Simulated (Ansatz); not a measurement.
Frontier orbitals of H10Si4, SMILES `[SiH3][SiH2][SiH2][SiH3]`.

Cartesian coordinates in Å:
```
Si 0.3649 -2.3196 -0.3128
Si 1.1893 -0.2630 -1.0606
Si -0.3958 1.4126 -0.6763
Si -0.9506 1.4711 1.5946
H 1.3257 -3.4203 -0.5929
H 0.1230 -2.2580 1.1538
H -0.9234 -2.6252 -0.9915
H 2.4370 0.0666 -0.3152
H 1.5222 -0.3472 -2.5107
H -1.6198 1.1181 -1.4740
H 0.1302 2.7396 -1.1042
H -1.9134 2.5669 1.8870
H -1.5651 0.1760 1.9929
H 0.2760 1.6822 2.4097
```

The species carries charge 0 and has multiplicity 1. The geometry is a stationary point of PBE0-D4/def2-TZVP. It is one conformer, not always the lowest. Basis def2-TZVPP, Ansatz 0.2.0.

| functional | HOMO (eV) | LUMO (eV) | gap (eV) |
| --- | --- | --- | --- |
| PBE | -6.88 | -1.15 | 5.73 |
| r2SCAN | -7.12 | -0.95 | 6.17 |
| PBE0 | -7.91 | -0.34 | 7.57 |
| BHLYP | -8.83 | 0.61 | 9.44 |
| ωB97M-V | -9.86 | 1.40 | 11.26 |

A quarter of exact exchange (PBE0) shifts PBE's HOMO by −1.03 eV and its LUMO by +0.80 eV; full exchange at long range (ωB97M-V) shifts them by −2.98 and +2.54 eV. The gap opens from 5.73 to 11.25 eV, since occupied levels lose self-interaction and empty ones feel all the electrons. A positive LUMO is unbound and depends on the basis.
